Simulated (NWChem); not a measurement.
Species: HO$_{2}$, doublet; SMILES [O]O

In the optimisation the excess spin sits in a" (Cs, its own frame).

**Question.** Give the equilibrium geometry at PBE0/def2-SVP, spin-unrestricted (NWChem) as an XYZ file, with the point group.

**Answer.** point group Cs; any orientation.
```
3

O      0.0996     0.5969     0.0000
O     -0.0011    -0.6994     0.0000
H     -0.8148     0.9427     0.0000
```
